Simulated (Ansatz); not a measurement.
Basis-set extrapolation for C₈H₁₆O, SMILES `CCCCC(C=O)CC` (PBE0-D4/def2-TZVP geometry, frozen core, Ansatz). Multiplicity 1, RHF reference.

```
                      def2-TZVPP   def2-QZVPP
                 HF  -387.263772  -387.281585
    MP2 correlation    -1.618766    -1.722926
CCSD(T) correlation    -1.768231      not run
```

Energies in hartree. Use E(X) = E(∞) + A·exp(−7.88·√X) for Hartree–Fock and E(X) = E(∞) + B·X^(−2.97) for correlation, with X = 3 and 4, and add CCSD(T) minus MP2 of the smaller set to the MP2 limit.

**Question.** What is the CCSD(T) energy at the basis-set limit?

**Answer.** HF limit: -387.281585 + (-0.017813) × 0.13774 = -387.28404. MP2 limit: -1.722926 + (-0.104160) × 0.74074 = -1.80008. Higher-order term: -1.768231 − (-1.618766) = -0.14947. Total: -389.23359 hartree, 529.3 kJ/mol below CCSD(T)/def2-TZVPP.
